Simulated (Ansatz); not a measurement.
Ansatz (an electronic-structure program) input (B3LYP/def2-SVP):

Ansatz 0.2 input:
```yaml
crystal:
  periodic: [false, false, false]
  atoms:
    - {symbol: Mn, position_ang: [-0.00000000, -0.00000000, -0.39540800]}
    - {symbol: O, position_ang: [0.00000000, 0.00000000, 1.23564900]}
basis:
  gaussian:
    orbitals: def2-SVP
hamiltonian:
  xc: {name: B3LYP}
magnetization: {spin_polarized: true, initial_magnetization: 5}
output: {forces: true}
```

Output:

```
Functional definition: B3LYP
integrals: 0.01 GiB planned
481 factors; integrals over basis functions are off by at most 1.4e-3 eV
mean field: 0.16 GiB planned
mean field evaluation 1: about -33353.1626 eV, gradient 4.1e1 eV
mean field evaluation 2: about -33257.3724 eV, gradient 1.3e2 eV
mean field evaluation 4: about -33359.5716 eV, gradient 1.7e1 eV
mean field evaluation 8: about -33360.7379 eV, gradient 2.8e-1 eV
mean field evaluation 16: about -33360.7854 eV, gradient 7.8e-4 eV
mean field -33360.78535795 eV, -1225.9862491520 hartree, gradient 1.2e-5 eV, S^2 8.843448; 1 other end points of the search recorded, 0 dependent functions left out
the calculation of the forces begins
reference -33360.78556015 eV, -1225.9862565827 hartree; 19, 14 occupied and 26, 31 virtual orbitals, 481 factors
Total energy: -33360.78556015 eV, -1225.9862565827 hartree
Atom 0 at    -0.000000    -0.000000    -0.395408 Å, force    -0.000000     0.000000     0.793645 eV/Å
Atom 1 at     0.000000     0.000000     1.235649 Å, force     0.000000    -0.000000    -0.793645 eV/Å
Dipole moment:    -0.000000     0.000000    -0.940691 e Å
```

The geometry given is a B3LYP-D3(BJ)/def2-TZVP minimum.
